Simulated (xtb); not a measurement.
Harmonic IR lines of one isomer of CHBNO, unscaled. Computed with GFN2-xTB run with xtb 6.7.1.

```csv
wavenumber (cm⁻¹),relative intensity
174,13
196,41
318,4.7
686,60
944,9.9
1313,100
1938,76
3540,25
```

Task: Identify which structure gives these lines.
A) `[C-]#[N+][B-]O` (excited triplet)
B) `[C-]#[N+][B-]O` (lower singlet)
C) `N#C[B-]O` (lower singlet)
D) `N#C[B-]O` (excited triplet)

Result: D, `N#C[B-]O` (excited triplet)
